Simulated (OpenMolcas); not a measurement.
**Kr⁺: effect of the IPEA shift**

| Property | Result |
| --- | --- |
| Program | OpenMolcas |
| Basis | ANO-RCC-VTZP [6s5p3d1f] |
| Scalar Hamiltonian | DKH2, point nucleus |
| Active space | 7 electrons in 9 orbitals (RAS2 4s 4p; RAS3 4d, at most 2 electrons) |
| State averaging | 2S+1 = 2 odd, 3 roots; 2S+1 = 2 even, 1 root |
| Spin-orbit coupling | state interaction with AMFI integrals over the reference wave functions, term energies averaged over their components |

Methods on the same reference wave functions:
A. RASSCF
B. SS-RASPT2, IPEA 0 Eh, imaginary shift 0.1 Eh (closed shells correlated: 3d)
C. SS-RASPT2, IPEA 0.25 Eh, imaginary shift 0.1 Eh (closed shells correlated: 3d)

Energies in cm⁻¹ above 4s² 4p⁵ ²P°_3/2, the measured ground level; measured values from NIST Handbook of Basic Atomic Spectroscopic Data.

| Level | A | B | C | Measured |
| --- | --- | --- | --- | --- |
| 4s² 4p⁵ ²P°_3/2 | 0.0 | 0.0 | 0.0 | 0.0 |
| 4s² 4p⁵ ²P°_1/2 | 4816 | 4816 | 4816 | 5370 |
| 4s 4p⁶ ²S_1/2 | 112720 | 112339 | 112793 | 109000 |

Deviations, from unrounded energies. A percentage is the sum of absolute deviations over the sum of measured energies, with the sign that they share, or ± where signs differ.

```
                  Against measurement  Levels      A      B      C
       mean absolute deviation (cm-1)       2   2100   1900   2200
fine structure of the ground term (%)       1  -10.3  -10.3  -10.3
             other configurations (%)       1   +3.4   +3.1   +3.5
```

B lies closest to measurement on these levels and C furthest from it. The largest miss of B in the table is 4s 4p⁶ ²S_1/2, by +3300 cm-1. The ranking rests on the paired levels alone, and a cruder setting can come out closer through cancelling errors.

Between B and C the level of the table that moves most is 4s 4p⁶ ²S_1/2, by 450 cm-1 (lowest in B, highest in C).

The lowest spin-free term lies below A's lowest term by 0.126 hartree in B, 0.125 hartree in C.

Active for correlation alone: 4d; no level in the range computed is led by a configuration that fills it, so any true level of that kind is missing. Some terms mix strongly with configurations of 4d, whose occupation reaches 0.33 (4s 4p⁶ ²S). Without dynamic correlation excited terms often stand tens of per cent too high (terms of higher spin than the ground term too low), and those without a measured partner can miss by more than the paired ones (holds for A). Computed and measured levels are paired by configuration, term and J; levels that our copy of the source lacks, or whose pairing is in doubt (as where it misses far off the trend of its configuration), stay unpaired and out of the deviations. Only configurations of the active space appear.

° marks odd parity.
